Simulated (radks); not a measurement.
Initial-state core-level shifts of neutral zinc when its valence configuration changes from [Ar] 3d10 4s2. Calculated with a radial shooting solver on a logarithmic mesh with Libxc functionals: Dirac Kohn-Sham, PBE, spin-unpolarised, spherical densities, point nucleus; open shells are shared between the two j in proportion to 2j + 1. Shifts are changes of the shell-averaged eigenvalues in eV (positive: less bound).

| valence | 1s | 2s | 2p | 3p |
|---|---|---|---|---|
| 3d9 4s2 4p1 | -9.175 | -9.900 | -9.829 | -8.822 |
| 3d8 4s2 4p2 | -19.272 | -20.992 | -20.830 | -18.129 |
| 3d9.5 4s2 4p0.5 | -4.489 | -4.815 | -4.783 | -4.363 |
| 3d10 4s1.5 4p0.5 | -1.198 | -1.137 | -1.141 | -1.196 |
| 3d10 4p2 | -4.131 | -3.892 | -3.906 | -4.128 |
| 3d9 4s1 4p2 | -11.037 | -11.672 | -11.604 | -10.664 |
| 3d8 4s1 4p3 | -20.935 | -22.588 | -22.426 | -19.761 |
| 3d7.5 4s1.5 4p3 | -25.492 | -27.773 | -27.560 | -23.755 |
